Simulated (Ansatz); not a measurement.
Reactions of BFH₄OSSi (`F[SiH2]OBS`).

Computed with Ansatz on PBE0-D4/def2-TZVP structures; ΔE is electronic, products minus reactants. CCSD(T)/CBS is the MP2 limit (def2-TZVPP, def2-QZVPP) plus CCSD(T) − MP2 in def2-TZVPP, frozen cores. This one scheme is used for every species. DFT in def2-TZVPP. Each species was taken in one conformer, which may not be the lowest.

```csv
reaction,PBE-D4 (eV),CCSD/CBS(def2) (eV),CCSD(T)/CBS(def2) (eV)
`F[SiH2]OBS` + `[OH][AlH][Cl]` → `SB[O][AlH][Cl]` + `O[SiH2]F`,-0.05,-0.08,-0.07
`F[SiH2]OBS` + `BCl` → `SBBCl` + `O[SiH2]F`,1.17,1.31,1.29
`F[SiH2]OBS` + `O[SiH2]S` → `O[SiH2]S[SiH2]F` + `OBS`,0.24,0.44,0.40
`F[SiH2]OBS` + `CO[SiH2]N` → `CO[SiH2]N[SiH2]F` + `OBS`,0.27,0.34,0.32
```

Largest T1 diagnostic: 0.015, for `SBBCl`.
